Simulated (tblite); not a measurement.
C₆H₁₁O₂ (doublet state).
Z-matrix (Å and degrees, GFN2-xTB geometry), rows numbered from 1:
```
C 
O   1  1.4108
C   2  1.3977  1  113.85
C   3  1.5554  2  107.45  1  -168.98
C   4  1.4774  3  108.84  2   -72.31
C   5  1.4797  4  114.53  3   -52.79
C   6  1.5490  5  107.56  4    54.47
O   3  1.4005  2  112.98  1    67.73
H   1  1.0879  2  106.28  3  -178.40
H   1  1.0966  2  110.65  3    62.41
H   1  1.0944  2  111.32  3   -58.76
H   3  1.1045  2  110.29  1   -48.46
H   4  1.0880  3  108.35  2    50.24
H   4  1.0947  3  106.14  2   168.01
H   5  1.0756  4  119.30  3    98.73
H   6  1.0892  5  112.46  4   175.08
H   6  1.0947  5  110.70  4   -62.40
H   7  1.0920  6  111.47  5  -172.74
H   7  1.0972  6  109.09  5    65.94
```

Calculated harmonic vibrations of the isolated species, GFN2-xTB (tblite), most abundant isotopes, no scaling. Errors from tens to a few hundred cm⁻¹ against measured bands are possible. One conformer, not necessarily the lowest. Open shells enter through the occupations alone, without spin polarisation, and single modes of such species can be off by tens of per cent.

Harmonic wavenumbers (cm⁻¹): 100.8, 122.0, 156.9, 207.9, 270.8, 283.0, 343.3, 426.5, 500.3, 520.1, 585.7, 726.7, 845.6, 869.2, 914.0, 951.7, 976.6, 999.0, 1001.3, 1048.5, 1077.0, 1102.9, 1128.9, 1136.1, 1166.3, 1176.1, 1204.4, 1228.2, 1247.8, 1264.5, 1293.3, 1313.2, 1325.6, 1333.3, 1398.3, 1443.7, 1452.1, 1462.2, 1463.6, 1486.8, 2825.8, 2904.4, 2911.3, 2925.2, 2934.9, 2944.9, 2967.5, 3005.9, 3021.2, 3027.1, 3115.8.

A = 3577, B = 1736, C = 1454 MHz; mass 115.076 u (most abundant isotopes); point group C1, symmetry number 1; spin multiplicity 2.

Q: What is the zero-point energy?

A: Half the sum of the wavenumbers: 35069 cm⁻¹ = 100.27 kcal/mol.

Q: What is S at 350 K and 1 bar for an ideal gas of classical rigid rotors and harmonic oscillators?

A: Translation 40.96, rotation 28.45, vibration 24.42, spin (R ln 2) 1.38: S = 95.2 cal/(mol K).

Q: And Cp and H(350 K) − H(0)?

A: Cp = 38.57 cal/(mol K), of which vibrations give 30.62 (their classical limit is 51 R = 101.3); H(350 K) − H(0) = 7.68 kcal/mol without the zero-point energy, 4.90 from vibrations.

Q: How do the functions run with temperature in this model?

A: 
| T (K) | S (cal/(mol K)) | Cp (cal/(mol K)) | H − H(0) (kcal/mol) | G − H(0) (kcal/mol) | ln q(vib) |
| --- | --- | --- | --- | --- | --- |
| 50 | 56.2 | 10.5 | 0.43 | -2.38 | 0.10 |
| 100 | 65.0 | 15.4 | 1.08 | -5.42 | 0.67 |
| 298.15 | 89.5 | 33.2 | 5.82 | -20.85 | 4.22 |
| 373.15 | 97.7 | 41.0 | 8.60 | -27.87 | 5.71 |
| 500 | 111.5 | 52.9 | 14.58 | -41.15 | 8.37 |
| 750 | 136.4 | 69.8 | 30.08 | -72.19 | 13.77 |
| 1000 | 158.0 | 80.6 | 48.97 | -109.05 | 19.06 |

q(vib) and H(0) count from the zero-point level.

Q: Which modes carry the vibrational entropy at 350 K?

A: 100.8 cm⁻¹: 3.75; 122.0 cm⁻¹: 3.38; 156.9 cm⁻¹: 2.89; 207.9 cm⁻¹: 2.36; 270.8 cm⁻¹: 1.87; 283.0 cm⁻¹: 1.79 cal/(mol K); the other 45 give 8.37 together.

Q: What must be added to the electronic energy to get the Gibbs energy at 350 K and 1 bar?

A: ZPE + [H(350 K) − H(0)] − T·S = 100.27 + 7.68 − 33.32 = 74.63 kcal/mol.

Hindered rotation and anharmonicity are outside this model. Other conformers, if any are populated, would add a mixing term that is left out. The structure is chiral; the term R ln 2 for an equal mix with its mirror image is left out.
